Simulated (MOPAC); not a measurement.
Input for MOPAC: AM1 on FGeH (SMILES [F][GeH]), a point of a bond scan (R = 2.390 Å).

```
AM1 1SCF PRECISE CHARGE=0 THREADS=1
FGeH

Ge    -0.11370409 1    -0.22690637 1     0.28076938 1
H     -0.98451576 1    -1.05346065 1    -0.79917524 1
F      0.73325346 1     1.32658691 1    -1.32608605 1
```

It printed:

```
*******************************************************************************
 **                                                                           **
 **                              MOPAC v23.2.5                                **
 **                                                                           **
 *******************************************************************************
 ** MOPAC's Digital Object Identifier: https://doi.org/10.5281/zenodo.6511958 **
 **                                                                           **
 ** Please cite the open-source release paper for use of this MOPAC version:  **
 ** J. E. Moussa and J. J. P. Stewart (2026)                                  **
 ** MOPAC: An open-source semiempirical molecular orbital program             **
 ** J. Open Source Softw., 11(119), 8025, https://doi.org/10.21105/joss.08025 **
 *******************************************************************************

                              AM1 CALCULATION RESULTS

 *******************************************************************************
 *  AM1        - The AM1 Hamiltonian to be used
 *
 *
 *
 *                 CHARGE ON SYSTEM = 0
 *
 *
 *
 *  PRECISE    - TIGHTER CRITERIA TO BE USED
 *  1SCF       - DO 1 SCF AND THEN STOP
 *  THREADS=1  - MULTI-THREADING NOT USED
 *  T=         - A TIME OF 172800.0 SECONDS REQUESTED
 *  DUMP=N     - RESTART FILE WRITTEN EVERY 7200.0 SECONDS REQUESTED
 *******************************************************************************
AM1 1SCF PRECISE CHARGE=0 THREADS=1
 FGeH

   ATOM   CHEMICAL          X               Y               Z
  NUMBER   SYMBOL      (ANGSTROMS)     (ANGSTROMS)     (ANGSTROMS)

     1      Ge         -0.11370409  *  -0.22690637  *   0.28076938  *
     2       H         -0.98451576  *  -1.05346065  *  -0.79917524  *
     3       F          0.73325346  *   1.32658691  *  -1.32608605  *



          CARTESIAN COORDINATES

    NO.       ATOM           X           Y           Z

     1        Ge         -0.1137     -0.2269      0.2808
     2         H         -0.9845     -1.0535     -0.7992
     3         F          0.7333      1.3266     -1.3261

  H: (AM1): M.J.S. DEWAR ET AL, J. AM. CHEM. SOC. 107 3902-3909 (1985)
  F: (AM1): M.J.S. DEWAR AND E. G. ZOEBISCH, THEOCHEM, 180, 1 (1988).
 Ge: (AM1): M.J.S.Dewar and C.Jie, Organometallics, 8, 1544, (1989)

           Empirical Formula: H Ge F  =     3 atoms



      MOLECULAR POINT GROUP   :   Cs


      RHF CALCULATION, NO. OF DOUBLY OCCUPIED LEVELS = 6


 -------------------------------------------------------------------------------
 AM1 1SCF PRECISE CHARGE=0 THREADS=1
 FGeH



     1SCF WAS SPECIFIED, SO BFGS WAS NOT USED
     SCF FIELD WAS ACHIEVED


                              AM1 CALCULATION
                                                       MOPAC v23.2.5 Linux




          FINAL HEAT OF FORMATION =         54.13593 KCAL/MOL =     226.50472 KJ/MOL


          COSMO AREA              =         90.82 SQUARE ANGSTROMS
          COSMO VOLUME            =         76.05 CUBIC ANGSTROMS

          IONIZATION POTENTIAL    =          8.970420 EV
          HOMO LUMO ENERGIES (EV) =         -8.970 -2.198
          NO. OF FILLED LEVELS    =          6
          MOLECULAR WEIGHT        =         92.5963         POINT GROUP:  Cs

          MOLECULAR DIMENSIONS (Angstroms)

            Atom       Atom       Distance
            F     3    H     2     2.98211
            H     2   Ge     1     1.29072
            F     3   Ge     1     0.00000


          SCF CALCULATIONS        =          1





   ATOM   CHEMICAL          X               Y               Z
  NUMBER   SYMBOL      (ANGSTROMS)     (ANGSTROMS)     (ANGSTROMS)

     1      Ge         -0.11370409  *  -0.22690637  *   0.28076938  *
     2       H         -0.98451576  *  -1.05346065  *  -0.79917524  *
     3       F          0.73325346  *   1.32658691  *  -1.32608605  *

                             CARTESIAN COORDINATES

   1   Ge       -0.113704090    -0.226906370     0.280769380
   2    H       -0.984515760    -1.053460650    -0.799175240
   3    F        0.733253460     1.326586910    -1.326086050


           Empirical Formula: H Ge F  =     3 atoms



      MOLECULAR POINT GROUP   :   Cs


                  EIGENVALUES
 -42.00392 -13.88637 -11.71308 -11.68090 -11.29851  -8.97042  -2.19842  -0.71465
   0.87672


              NET ATOMIC CHARGES AND DIPOLE CONTRIBUTIONS

  ATOM NO.   TYPE          CHARGE      No. of ELECS.   s-Pop       p-Pop
    1         Ge           0.747876        3.2521     1.48846     1.76367
    2          H          -0.238919        1.2389     1.23892
    3          F          -0.508957        7.5090     1.98614     5.52281
 DIPOLE           X         Y         Z       TOTAL
 POINT-CHG.    -1.071    -2.849     5.167     5.997
 HYBRID        -0.611     0.283    -3.819     3.878
 SUM           -1.682    -2.566     1.348     3.351


          ATOMIC ORBITAL ELECTRON POPULATIONS

     Atom    s        px        py        pz
    1 Ge   1.48846   0.26222   0.33126   1.17018
    2  H   1.23892
    3  F   1.98614   1.93766   1.80728   1.77786

 **********************
 *                    *
 * JOB ENDED NORMALLY *
 *                    *
 **********************




 == MOPAC DONE ==
```

The run finished.

Cost: very roughly 0.03 core-seconds.
